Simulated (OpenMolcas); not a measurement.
# d3 ions of charge +4 down a group on the Zr site of Cs2ZrCl6

```
Program             : OpenMolcas 26.06
Method              : SS-CASPT2, IPEA 0.25 Eh, imaginary shift 0.1 Eh
Spin-orbit coupling : state interaction with AMFI integrals over the reference wave functions
```

The d shell is active; CASPT2 correlates the ligand valence shells and the outer metal core. Each dopant is a cluster with its nearest anions in model potentials and point charges, with no relaxation. Distances were set from a Shannon-type radius of the metal (high-spin where two are listed) plus a fixed donor radius (Cl 1.76 Å), in hosts weighted 0.65 to 0.35 with the host's distance in the model lattice. Ligand basis ANO-RCC-VDZP, DKH2 Hamiltonian. States (labels of O, the rotations of Oh). Energies in cm-1 above the lowest state or level, χT in cm3 K/mol. Spin-only χT is S(S+1) / 2 for the spin of the ground state.

```tsv
Ion	Shell	R (Å)	Metal basis	Ground state	First state of that spin	First gap with spin-orbit (degeneracies)	χT at 300 K	First state of another spin	Spin-only χT
Mn4+	3d3	2.344	ANO-RCC-VTZP	4A2	4T2 28540	11590 (4, 4)	1.856	2E 11600	1.875
Tc4+	4d3	2.419	ANO-RCC-VTZP	4A2	4T2 28380	8520 (4, 4)	1.790	2E 8560	1.875
Re4+	5d3	2.409	ANO-RCC-VTZP	4A2	4T2 29830	7750 (4, 4)	1.390	2E 8390	1.875
```

χT departs most from the spin-only value for Re4+, by -0.485 cm3 K/mol.

Roots that are degenerate in the reference are averaged as groups; the widest CASPT2 spread within a group is 780 cm-1 (the 2-fold group of multiplicity 2 near 38400 cm-1 above the lowest state of its run, Mn4+). Shifts and gaps below about the spread of the groups concerned are not significant. Over all roots computed the reference weight is 0.57 to 0.61 in Mn4+, 0.62 to 0.64 in Tc4+, 0.64 to 0.66 in Re4+; a low but even weight reflects the number of correlated electrons. Ligand-to-metal charge-transfer states are missing. With no ligand orbital active B as a rule stays too high, so bands that hang on it stand too high and its fall with covalency is understated. With one d shell and no ligand orbital active, 10Dq can be off by a tenth or more. The least metal-like active orbital is 68 % on the metal (Löwdin) and no ligand orbital is active, so the numbers are rough (holds for Mn4+; Tc4+). These CASPT2 states fit no ligand-field parameters well, so their order and spin gaps are uncertain (holds for Tc4+). The least metal-like active orbital is 69 % on the metal (Löwdin) and no ligand orbital is active, so the numbers are rough (holds for Re4+). No measured value stands beside these numbers; the geometry was set by hand and not optimised.
